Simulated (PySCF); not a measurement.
`C[C@H](C#N)[n+]1ccsc1`, [C6H7N2S]+, charge +1

Cartesian coordinates in Å; atom numbers follow the order of the lines, from 1:
```xyz
16

C    -1.733   -0.454   -0.810
C    -0.992   -0.001    0.452
C    -1.476    1.306    0.877
N    -1.848    2.337    1.187
N     0.448    0.067    0.204
C     1.300   -0.962    0.462
C     2.576   -0.688    0.103
S     2.703    0.887   -0.569
C     1.049    1.113   -0.345
H    -2.797   -0.526   -0.599
H    -1.378   -1.431   -1.129
H    -1.593    0.260   -1.619
H    -1.163   -0.715    1.267
H     0.942   -1.873    0.907
H     3.433   -1.326    0.203
H     0.524    2.016   -0.604
```

Total charge +1.

Method: GIAO CAM-B3LYP/pcSseg-1 magnetisability, rotational g tensor and spin-rotation constants, non-relativistic, gas phase (PySCF 2.14.0). Geometry: GFN2-xTB.

For an ion the centre-of-mass motion in the field is neglected.

(1) How diamagnetic is it, and how anisotropic?

(2) Split it along the inertial axes a, b, c into diamagnetic and paramagnetic parts about the centre of mass, with the quadrupole moment.

(3) And the rotational g tensor?

## Answers

(1) Isotropic -1410 × 10⁻³⁰ J/T², or -84.9 × 10⁻⁶ cm³/mol; principal values -1922, -1198, -1110 × 10⁻³⁰ J/T², anisotropy 772 × 10⁻³⁰ J/T² (root of half the summed squared differences of the principal values). The susceptibility is in cgs units.

(2) 
```tsv
axis	χ (10⁻⁶ cm³/mol)	diamagnetic (10⁻⁶ cm³/mol)	paramagnetic (10⁻⁶ cm³/mol)	summed x² of all electrons (Å²)	quadrupole Θ (D Å)
a	-70.8	-532.1	461.3	263.5	+8.70
b	-83.6	-1283.1	1199.5	86.5	-2.04
c	-100.3	-1484.6	1384.3	39.0	-6.66
```
Anisotropies 2χaa − χbb − χcc = +42.2 and 2χbb − χaa − χcc = +3.9 × 10⁻⁶ cm³/mol. Θ is traceless in Buckingham's convention.

(3) 
```tsv
axis	rotational constant (GHz)	g	nuclear part	electronic part
a	2.8325	-0.0296	0.5843	-0.6139
b	0.9578	-0.0014	0.5383	-0.5398
c	0.8202	+0.0063	0.5397	-0.5334
```
Asymmetric top; isotopes 12C, 1H, 14N, 32S; no vibrational averaging.
